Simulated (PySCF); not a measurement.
A structure optimised at PBE0-D3(BJ)/def2-SVP, used in a PySCF frequency run:

```
Si
O 1 1.6495
H 2 0.9629 1 117.35
O 1 1.6526 2 113.38 3 -67.34
H 4 0.9634 1 116.14 2 -64.74
H 1 1.4795 2 105.51 3 168.63
I 1 2.4394 6 110.20 2 119.44
```
Charge 0, spin multiplicity 1.

### Question
Write its SMILES and formula.

### Answer
O[SiH](O)I, H3IO2Si

### Question
What are its rotational constants (standard atomic weights)?

### Answer
6.5300, 1.4950, 1.2883 GHz
